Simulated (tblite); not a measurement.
Species: C6H11F2NSi.
Cartesian coordinates in Å at the GFN2-xTB level; atoms count from 1:
```
atom  x, y, z in Å
C1     2.3872    0.8953   -0.2836
C2     1.4414   -0.2099   -0.7386
C3     0.4469   -0.5563    0.3527
C4    -0.8562   -1.3134    0.0169
N5    -1.4624   -0.6007   -1.0945
Si6   -1.5049    1.0696   -0.6463
C7    -0.5385    0.4893    0.9054
F8    -0.1230    1.3630    1.8762
C9    -1.4335   -0.6942    1.3044
F10   -1.0399   -1.3542    2.4400
H11    1.8280    1.7936   -0.0328
H12    3.0998    1.1377   -1.0683
H13    2.9397    0.5826    0.5999
H14    0.9114    0.1011   -1.6396
H15    2.0131   -1.1088   -0.9822
H16    0.9607   -1.0484    1.1820
H17   -0.8505   -2.3922   -0.1107
H18   -2.1543   -1.1078   -1.6185
H19   -0.7579    1.9003   -1.5794
H20   -2.8007    1.6274   -0.2616
H21   -2.5153   -0.5572    1.3781
```

Calculated harmonic vibrations of the isolated species, GFN2-xTB (tblite), most abundant isotopes, no scaling. This tight-binding method is rough: wavenumbers can miss measured ones by several per cent, in bad cases by 10 to 20. Modes of hydrogen on silicon can be 10 to 20 % off. One conformer, not necessarily the lowest.

Harmonic wavenumbers (cm⁻¹): 65.1, 136.1, 177.4, 194.2, 217.1, 240.4, 292.4, 302.5, 323.4, 381.1, 404.5, 438.4, 475.9, 519.2, 549.8, 577.1, 624.7, 685.4, 765.3, 803.0, 833.3, 850.5, 906.6, 952.2, 977.1, 1000.6, 1010.1, 1066.9, 1073.6, 1088.0, 1118.3, 1134.8, 1163.9, 1175.3, 1202.7, 1217.0, 1227.9, 1245.9, 1285.2, 1313.8, 1319.3, 1381.0, 1416.0, 1488.5, 1500.3, 1505.2, 2277.4, 2338.1, 2938.4, 2962.1, 2970.8, 2995.7, 3013.1, 3035.6, 3037.6, 3044.2, 3492.0.

A = 1364, B = 1114, C = 953.3 MHz; mass 163.063 u (most abundant isotopes); point group C1, symmetry number 1.

Zero-point energy?

Half the sum of the wavenumbers: 35366 cm⁻¹ = 423.07 kJ/mol.

Give the ideal-gas entropy at 273.15 K and 1 bar in the rigid-rotor, harmonic-oscillator model (classical rotation).

Translation 170.57, rotation 123.53, vibration 103.14: S = 397.2 J/(mol K).

And Cp and H(273.15 K) − H(0)?

Cp = 167.36 J/(mol K), of which vibrations give 134.10 (their classical limit is 57 R = 473.9); H(273.15 K) − H(0) = 25.78 kJ/mol without the zero-point energy, 16.70 from vibrations.

How do the functions run with temperature in this model?

```
 T (K)  S (J/(mol K))  Cp (J/(mol K))  H − H(0) (kJ/mol)  G − H(0) (kJ/mol)  ln q(vib)
    50          243.4            45.8               1.87             -10.30       0.20
   100          283.4            73.6               4.83             -23.51       0.92
298.15          412.5           180.6              30.13             -92.85       5.73
373.15          457.2           218.6              45.12            -125.47       7.82
   500          529.0           272.8              76.43            -188.07      11.45
   750          654.5           345.2             154.45            -336.46      18.54
  1000          760.5           390.3             246.79            -513.71      25.22
```

q(vib) and H(0) count from the zero-point level.

Which modes carry the vibrational entropy at 273.15 K?

65.1 cm⁻¹: 17.25; 136.1 cm⁻¹: 11.26; 177.4 cm⁻¹: 9.17; 194.2 cm⁻¹: 8.48; 217.1 cm⁻¹: 7.64; 240.4 cm⁻¹: 6.89 J/(mol K); the other 51 give 42.45 together.

What must be added to the electronic energy to get the Gibbs energy at 273.15 K and 1 bar?

ZPE + [H(273.15 K) − H(0)] − T·S = 423.07 + 25.78 − 108.50 = 340.35 kJ/mol.

Blend soft modes into free rotors: weight 1/[1 + (100 cm⁻¹/ν̃)⁴] for the oscillator and the rest for a rotor with moment μB/(μ + B), μ = h/(8π²ν), B = 10⁻⁴⁴ kg m². What vibrational entropy results?

99.82 J/(mol K) in place of 103.14, which changes −T·S at 273.15 K by +0.91 kJ/mol.

Hindered rotation and anharmonicity are outside this model. Other conformers, if any are populated, would add a mixing term that is left out. The structure is chiral; the term R ln 2 for an equal mix with its mirror image is left out.
